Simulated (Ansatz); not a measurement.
This geometry of CH$_{6}$ClSbSi (10 atoms, charge 0, multiplicity 1) is a first-order saddle point.

Method: Ansatz, RKS B3LYP-D4/def2-SVP.

```xyz
10
Properties=species:S:1:pos:R:3
Cl 0.390 0.401 2.244
C 1.126 -0.463 0.836
Si -0.149 -0.741 -0.554
Sb -0.966 1.534 -1.546
H 1.982 0.134 0.489
H 1.512 -1.425 1.206
H 0.541 -1.529 -1.623
H -1.277 -1.557 -0.021
H -2.558 1.274 -0.947
H -0.518 2.319 -0.081
```

(1) Which two structures does it join? (They come from a converged band through this point; their orientation in space is the band's.)

(2) How far does it lie above each of them?

Answers

(1) No bond is made or broken. The dihedral H8–Si3–Sb4–H10 goes from 172 to 25°.

First end point:

```xyz
10
Properties=species:S:1:pos:R:3
Cl -0.829 -0.124 2.181
C 0.614 -0.454 1.140
Si 0.101 -0.752 -0.670
Sb -1.051 1.311 -1.754
H 1.293 0.407 1.230
H 1.122 -1.337 1.556
H 1.338 -1.085 -1.445
H -0.820 -1.924 -0.721
H -1.929 1.590 -0.301
H 0.244 2.316 -1.213
```

Last end point:

```xyz
10
Properties=species:S:1:pos:R:3
Cl 0.415 0.434 2.369
C 1.214 -0.454 1.002
Si 0.001 -0.596 -0.462
Sb -0.883 1.801 -0.946
H 2.115 0.114 0.727
H 1.528 -1.436 1.386
H 0.756 -1.123 -1.641
H -1.078 -1.561 -0.107
H -1.710 1.239 -2.353
H -2.274 1.531 0.028
```

(2) 0.053 eV above the first and 0.073 eV above the second. This is the barrier of this one path; another mechanism may lie lower.

Run time: 3.5 min on 2 threads of Intel(R) Xeon(R) Platinum 8488C (Sapphire Rapids), with other jobs on the host, peak memory 0.27 GiB.
